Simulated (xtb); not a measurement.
CF2, charge +1, doublet, geometry from GFN2-xTB (a state made from the parent by changing its charge; the spin is typed, not shown lowest); GFN1-xTB with ALPB(ch2cl2) run with xtb 6.7.1.

The xtb input:
```
$ xtb mol.xyz --gfn 1 --chrg 1 --uhf 1 --alpb ch2cl2 --json

# file mol.xyz
3

F     -1.08652185    -0.17622641     0.03534141
C     -0.01345592     0.40889453     0.03501113
F      1.09549246    -0.09636994    -0.05868216
```

It wrote (shortened):

```
   ID    Z sym.   atoms
    1    9 F      1, 3
    2    6 C      2

           -------------------------------------------------
          |                Calculation Setup                |
           -------------------------------------------------

           -------------------------------------------------
          |                 G F N 1 - x T B                 |
           -------------------------------------------------

      * Solvation model:               ALPB
        Solvent                        ch2cl2
        Parameter file                 internal GFN1-xTB/ALPB
        Dielectric constant                8.9300E+00
        Reference state                gsolv [1 M gas/solution]
        Free energy shift                  3.3401E-03 Eh       2.0960E+00 kcal/mol
        Temperature                        2.9815E+02 K
        Density                            1.3300E+00 kg/L
        Solvent mass                       8.4930E+01 g/mol
        Interaction kernel             P16
        Born radius scaling (c1)           1.6568E+00
        Born radii integrator          GBOBC
        Born offset                        0.0000E+00 a0       0.0000E+00 AA
        H-bond correction              false
        Ion screening                  false
        Surface tension                    1.0000E-05 Eh       1.5569E+01 dyn/cm
        Grid points                               230 per atom

          ...................................................
          :                      SETUP                      :
          :.................................................:
          :  # basis functions                  12          :
          :  # atomic orbitals                  12          :
          :  # shells                            6          :
          :  # electrons                        17          :
          :  # halogen bonds                     0          :
          :  max. iterations                   250          :
          :  Hamiltonian                  GFN1-xTB          :
          :  restarted?                      false          :
          :  GBSA solvation                   true          :
          :  PC potential                    false          :
          :  electronic temp.          300.0000000     K    :
          :  accuracy                    1.0000000          :
          :  -> integral cutoff          0.2500000E+02      :
          :  -> integral neglect         0.1000000E-07      :
          :  -> SCF convergence          0.1000000E-05 Eh   :
          :  -> wf. convergence          0.2000000E-04 e    :
          :  Broyden damping             0.4000000          :
          :  net charge                          1          :
          :  unpaired electrons                  1          :
          ...................................................

 iter      E             dE          RMSdq      gap      omega  full diag
   1    -11.7150089 -0.117150E+02  0.585E+00    2.53       0.0  T
   2    -11.7643500 -0.493411E-01  0.406E+00    2.39       1.0  T
   3    -11.7887381 -0.243882E-01  0.208E+00    2.47       1.0  T
   4    -11.7900211 -0.128292E-02  0.300E-01    2.45       1.0  T
   5    -11.7904419 -0.420860E-03  0.125E-02    2.46       4.6  T
   6    -11.7904424 -0.508563E-06  0.541E-03    2.46      10.7  T
   7    -11.7904425 -0.105570E-06  0.567E-06    2.46   10190.3  T
   8    -11.7904425 -0.976996E-13  0.376E-08    2.46  100000.0  T

   *** convergence criteria satisfied after 8 iterations ***

         :::::::::::::::::::::::::::::::::::::::::::::::::::::
         ::                     SUMMARY                     ::
         :::::::::::::::::::::::::::::::::::::::::::::::::::::
         :: total energy             -11.741531209056 Eh    ::
         :: total w/o Gsasa/hb       -11.743236638068 Eh    ::
         :: gradient norm              0.018243724068 Eh/a0 ::
         :: HOMO-LUMO gap              2.457912266797 eV    ::
         ::.................................................::
         :: SCC energy               -11.790442528814 Eh    ::
         :: -> electrostatic           0.239738097986 Eh    ::
         :: -> Gsolv                  -0.097283029869 Eh    ::
         ::    -> Gelec               -0.098988458881 Eh    ::
         ::    -> Gsasa               -0.001634701386 Eh    ::
         ::    -> Ghb                  0.000000000000 Eh    ::
         ::    -> Gshift               0.003340130398 Eh    ::
         :: repulsion energy           0.049165873218 Eh    ::
         :: dispersion energy         -0.000254553460 Eh    ::
         :: halogen bond corr.         0.000000000000 Eh    ::
         :: add. restraining           0.000000000000 Eh    ::
         :: total charge               1.000000000000 e     ::
         :::::::::::::::::::::::::::::::::::::::::::::::::::::

           -------------------------------------------------
          |                Property Printout                |
           -------------------------------------------------

    * Orbital Energies and Occupations

         #    Occupation            Energy/Eh            Energy/eV
      -------------------------------------------------------------
         1        2.0000           -1.1614622             -31.6050
         2        2.0000           -1.1513650             -31.3302
         3        2.0000           -0.9134934             -24.8574
         4        2.0000           -0.8749074             -23.8074
         5        2.0000           -0.8660185             -23.5656
         6        2.0000           -0.8647431             -23.5309
         7        2.0000           -0.8164920             -22.2179
         8        2.0000           -0.8078944             -21.9839
         9        1.0000           -0.6415725             -17.4581 (HOMO)
        10                         -0.5512459             -15.0002 (LUMO)
        11                         -0.1001614              -2.7255
        12                          0.1257856               3.4228
      -------------------------------------------------------------
                  HL-Gap            0.0903266 Eh            2.4579 eV
             Fermi-level           -0.6605713 Eh          -17.9751 eV

  Mulliken/CM5 charges         n(s)   n(p)   n(d)
     1F     0.10348  0.07838   1.779  5.118  0.000
     2C     0.79303  0.84324   1.099  2.108  0.000
     3F     0.10348  0.07838   1.779  5.118  0.000

Wiberg/Mayer (AO) data.
largest (>0.10) Wiberg bond orders for each atom

 ---------------------------------------------------------------------------
     #   Z sym  total        # sym  WBO       # sym  WBO       # sym  WBO
 ---------------------------------------------------------------------------
     1   9 F    1.627 --     2 C    1.487     3 F    0.140
     2   6 C    2.973 --     1 F    1.487     3 F    1.487
     3   9 F    1.627 --     2 C    1.487     1 F    0.140
 ---------------------------------------------------------------------------

Topologies differ in total number of bonds
Writing topology from bond orders to xtbtopo.mol

 dipole moment from electron density (au)
     X       Y       Z
  -0.0125   0.3785   0.0324  total (Debye):    0.966

           -------------------------------------------------
          | TOTAL ENERGY              -11.741531209056 Eh   |
          | GRADIENT NORM               0.018243724068 Eh/α |
          | HOMO-LUMO GAP               2.457912266797 eV   |
           -------------------------------------------------

normal termination of xtb
```
